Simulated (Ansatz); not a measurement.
`[SeH][SiH]1C[SiH2]1`. Charge 0, multiplicity 1. Correlated methods include outer-core shells of Se, which these sets cover unevenly. Scalar relativity is left out up to krypton.

Cartesian coordinates in Å:
```
Se 1.2104 -2.4014 0.1465
Si -0.3790 -0.8010 0.3628
C -0.2916 0.6768 -0.8179
Si 0.2814 1.2786 0.8899
H 0.5994 -2.9979 -1.0523
H -1.7407 -1.3117 0.6489
H -1.2396 1.0654 -1.1864
H 0.4596 0.6407 -1.6035
H 1.7156 1.6212 1.0239
H -0.6153 2.2293 1.5880
```

Question: Give the diagnostics of a CCSD(T)/def2-TZVPP run (frozen core, Ansatz 0.2.0). (Best estimate.)

Answer: The calculation gave: T1 = 0.0111, largest single amplitude 0.013, largest double 0.040, (T) share of the correlation energy 4.1 %, 9 CCSD cycles. The RHF solution is stable towards an unrestricted one. T1 lies under the customary mark of 0.02 for closed shells.
